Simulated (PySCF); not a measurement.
(SiH3)2PPF2, F₂H₆P₂Si₂.
Z-matrix (Å and degrees, PBE0-D3(BJ)/def2-SVP geometry), rows numbered from 1:
```
F 
P   1  1.6107
F   2  1.6217  1   97.76
P   2  2.2391  1   98.10  3    98.65
Si  4  2.2686  2   95.93  1  -143.13
Si  4  2.2697  2   95.55  1   120.73
H   5  1.4943  4  112.13  2   -31.99
H   5  1.4939  4  105.90  2  -150.74
H   5  1.4882  4  109.41  2    90.62
H   6  1.4911  4  107.01  2   176.78
H   6  1.4959  4  112.89  2    56.33
H   6  1.4927  4  108.27  2   -64.66
```

Jobs on this species (12 atoms, 82 electrons) with PySCF (density fitting). Hardware of each: one thread, Arm Neoverse V1 (aarch64), shared host. The host was shared with other jobs, so the times are rough. Peak memory is the resident size of the whole Python process, interpreter and libraries included.

```tsv
level and settings	work	basis functions	SCF cycles	wall time	peak memory
PBE0/cc-pVDZ	shieldings, charges and field gradients	130	?	?	?
PBE0/pcSseg-0	shieldings, charges and field gradients	82	?	?	?
PBE0/aug-cc-pVDZ	shieldings, charges and field gradients	208	13	27 s	1.1 GiB
PBE0/IGLO-III	shieldings, charges and field gradients	306	14	43 s	1.2 GiB
PBE0-D3(BJ)/def2-SVP, grid level 1	geometry optimisation from a GFN2-xTB start shaken at random	130	128	2.3 min	0.56 GiB
PBE0/cc-pVTZ	shieldings, charges and field gradients	280	13	41 s	1.2 GiB
PBE0/pcSseg-2	shieldings, charges and field gradients	328	13	55 s	1.4 GiB
```

Q: Fill in the missing figures.

A: 
- PBE0/cc-pVDZ; shieldings, charges and field gradients: 13 s, 0.72 GiB, 13 SCF cycles
- PBE0/pcSseg-0; shieldings, charges and field gradients: 6.9 s, 0.48 GiB, 13 SCF cycles

Q: What do all jobs in the table cost together?

A: About 5.4 min; the longest takes about 43 % of that, and about 20 times as long as the shortest.
